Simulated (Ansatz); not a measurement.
Born–Oppenheimer molecular dynamics of F3GeH (5 atoms, charge 0, multiplicity 1). It starts at the highest image of a converged band. Of that band: Neighbouring images differ by up to 1.7 eV, so the band resolves the path poorly. A vibrational analysis at the climbing image gives one clearly imaginary mode, 1327i cm⁻¹: a first-order saddle point.

Theory: RKS PBE0/def2-SVP in Ansatz.

```
ensemble                      : NVE (velocity Verlet)
time step                     : 0.5 fs
steps asked                   : 200
starting velocities drawn for : 100 K
seed                          : 11318
```

First frame:

```xyz
5
Properties=species:S:1:pos:R:3
Ge -0.206 -0.015 0.346
H 0.969 -0.005 1.452
F 1.728 0.033 0.331
F -0.671 1.335 -0.620
F -0.626 -1.347 -0.664
```

**Question.** How far do the bonds stretch over the last three quarters of this one trajectory? (Pairs bonded in most of those frames.)

**Answer.** 
```tsv
bond	mean (Å)	spread (Å)	shortest	longest
Ge1–H2	1.620	0.081	1.47	1.76
Ge1–F3	1.734	0.095	1.60	1.88
Ge1–F4	1.721	0.017	1.70	1.75
Ge1–F5	1.721	0.034	1.67	1.78
```

Mean temperature of the second half: 2780 K. The conserved energy stayed within 0.35 meV per atom of its start (net change 0.031 meV per atom), so the integration is sound. The kinetic energy rose, since the run started high on the potential surface and went downhill. A run of 0.1 ps of so small a system gives no equilibrium averages. The orbitals stay closed-shell, which can raise the energy where a bond breaks towards radicals; this wasn't checked here.

Run time: 4.9 min on 1 thread of Intel(R) Xeon(R) 6975P-C (Granite Rapids) (shared host), peak memory 0.17 GiB.
